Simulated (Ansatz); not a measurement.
Cost and result for the atomization energy of C2HAlF2Se (`F[C]1=C(F)[Se][AlH]1`) (7 atoms, 7 bonds).

```xyz
7

F    -0.0909    2.0634    0.6441
C    -0.0631    0.7768    0.2815
C     0.6377    0.3355   -0.7763
F     1.3767    1.0633   -1.5903
Se    0.5276   -1.5845   -1.1128
Al   -0.7380   -0.9591    0.7543
H    -1.6500   -1.6956    1.7996
```

The species carries charge 0 and has multiplicity 1. Correlated methods include outer-core shells of Se, which these sets cover unevenly. Scalar relativity is left out up to krypton. The structure was optimised at the PBE0-D4/def2-TZVP level. Program: Ansatz. All runs use 4 threads of a server CPU on a shared host. Times are those of one run each, without the atoms' runs, and a repeat can differ threefold. Electronic energies, without spin–orbit coupling; frozen cores. CCSD(T)/CBS adds CCSD(T) − MP2 in def2-TZVPP to the MP2 limit, and its time is that of the two runs behind it. T1 = 0.013. With those shells the extrapolation isn't a true limit. HSE06 is the plane-wave form, built on full-range PBE exchange.

CCSD(T)/CBS is a level of theory with its own doubt, some kJ/mol a heavy atom from the limit and from the frozen cores, so smaller differences don't rank the functionals.

| level | functions | atomization (kJ/mol) | difference from CCSD(T)/CBS | per bond |
| --- | --- | --- | --- | --- |
| r2SCAN-D4/def2-TZVPP (with forces) | 228 | 2616.4 | 39.1 | 5.6 |
| CCSD(T)/def2-SVP | 111 | 2394.4 | -182.9 | -26.1 |
| CAM-B3LYP-D4/def2-TZVPP | 228 | 2569.4 | -7.9 | -1.1 |
| B2PLYP/def2-TZVPP | 228 | 2535.7 | -41.6 | -5.9 |
| revPBE-D4/def2-TZVPP | 228 | 2614.7 | 37.4 | 5.4 |
| r2SCANh-D4/def2-TZVPP | 228 | 2577.3 | 0.0 | 0.0 |
| PBE-QIDH/def2-TZVPP | 228 | 2571.4 | -5.9 | -0.8 |
| CCSD(T)/CBS(def2) | – | 2577.3 | 0.0 | 0.0 |
| MP2/def2-QZVPP | 417 | 2667.3 | 90.0 | 12.9 |
| HSE06-D4/def2-TZVPP | 228 | 2613.0 | 35.7 | 5.1 |
| CCSD(T)/def2-TZVPP | 228 | 2485.3 | -92.0 | -13.1 |
| ωB97X-V/def2-TZVPP | 228 | 2590.7 | 13.4 | 1.9 |
| PBE0-D4/def2-TZVPP | 228 | 2609.8 | 32.5 | 4.7 |

Question: Order the runs by time, with rough figures. (Best estimate.)

Answer: The calculation gave: revPBE-D4/def2-TZVPP 1.9 s; PBE0-D4/def2-TZVPP 3.3 s; HSE06-D4/def2-TZVPP 3.4 s; CAM-B3LYP-D4/def2-TZVPP 3.7 s; r2SCAN-D4/def2-TZVPP (with forces) 4.9 s; r2SCANh-D4/def2-TZVPP 5.5 s; B2PLYP/def2-TZVPP 5.5 s; PBE-QIDH/def2-TZVPP 5.5 s; ωB97X-V/def2-TZVPP 7.5 s; CCSD(T)/def2-SVP 7.5 s; MP2/def2-QZVPP 19 s; CCSD(T)/def2-TZVPP 2.8 min; CCSD(T)/CBS(def2) 3.1 min.

The D4 term adds +32.6 kJ/mol with B3LYP and +16.7 kJ/mol with PBE0; it sums over pairs of atoms, weighted by their polarisabilities, and B3LYP, whose exchange is more repulsive, gets the larger term. In def2-TZVPP, CCSD(T) changes the Hartree–Fock value by +806.9 kJ/mol (the triples alone add +77.3 kJ/mol) and MP2 by +934.7 kJ/mol; breaking electron pairs costs correlation energy, which Hartree–Fock lacks. At CCSD(T), def2-SVP lies −182.8 kJ/mol from the extrapolated value and def2-TZVPP −92.0 kJ/mol: correlation converges slowly with the basis, and small sets miss more of it in the bonded molecule than in its fragments.

B3LYP here is the variant with VWN-RPA as its local correlation; programs differ in this.
